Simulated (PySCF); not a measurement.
Al(Me)(H) (CH4Al), SMILES [CH3][AlH], multiplicity 2.

The structure is a stationary point at ωB97X-D3(BJ)/def2-TZVP. The spin state was assumed, not searched. The isomer is the one that the SMILES or the coordinates give; other isomers of the formula were not compared.

Computed with r2SCAN/def2-TZVPD run with PySCF.

The molecule is in vacuum.

```yaml
total_energy: -282.85394 hartree
point_group: Cs
"α spin, highest occupied and lowest empty level": -4.57 and -2.25 eV
"β spin, highest occupied and lowest empty level": -6.97 and -2.29 eV
dipole_moment: 0.70 D
quadrupole, principal values (traceless, Buckingham form, about the centre of nuclear charge): -3.79, -1.63, 5.42 D·Å
mean_static_polarisability: 56.1 bohr³ (8.31 Å³)
polarisability_principal_values: 52.4, 53.8, 62.0 bohr³
"⟨S²⟩": 0.753 (pure state 0.75)
```
